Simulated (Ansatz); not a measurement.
Constitutional and geometric isomers with formula C2H3BO. Isolated molecules, 0 K electronic values unless said otherwise. One relaxed conformer stands for each flexible species; it need not be the lowest. Strings in code marks are SMILES.

Quantity: electronic energy of isomers of C2H3BO relative to `C=CB=O`, in kJ/mol. The restricted reference of `C=C1BO1`, `C=CB=O` and `B=C=CO` is unstable towards unrestricted orbitals.

A: `B=CC=O`
B: `BOC#C`
C: `B=C=CO`
D: `OC1=CB1` (H–O–C–C torsion 180°)
E: `B1[C@@H]2O[C@H]12`
F: `C=C1BO1`

### Question
Rank these by electronic energy of isomers of C2H3BO relative to `C=CB=O` (lowest first), as frozen-core MP2/cc-pVTZ // PBE-D3(BJ)/def2-TZVP (Ansatz, an electronic-structure program) gives it.

### Answer
F (219.6 kJ/mol), D (258.4 kJ/mol), B (272.1 kJ/mol), A (316.9 kJ/mol), C (365.0 kJ/mol), E (413.3 kJ/mol)
